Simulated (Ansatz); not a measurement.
Mulliken charges of `F[CH]1[GaH][Se]1` from r2SCAN/def2-TZVPP in Ansatz (PBE0-D4/def2-TZVP geometry).

| atom | x (Å) | y (Å) | z (Å) | charge (e) |
| --- | --- | --- | --- | --- |
| F1 | 1.042 | -1.471 | -0.555 | -0.201 |
| C2 | 0.336 | -0.307 | -0.657 | 0.036 |
| Ga3 | -0.187 | 0.671 | 0.945 | 0.188 |
| Se4 | -1.651 | -0.534 | -0.342 | -0.183 |
| H5 | 0.522 | 0.148 | -1.626 | 0.108 |
| H6 | -0.063 | 1.493 | 2.235 | 0.053 |

By hand: the dipole of these point charges (1 e Å = 4.8032 D).

Σ q r = (0.123, 0.604, 0.271) e Å, of length 0.673 e Å = 3.23 D.

How does the dipole of the full density compare? (Estimate.)

Computed: (0.161, 0.461, 0.202) e Å, 2.54 D; the point charges give 1.27 times that, at 7° from its direction.

Point charges leave out the atoms' own dipoles, such as those of lone pairs, and Mulliken's split depends on the basis, so the two needn't agree.
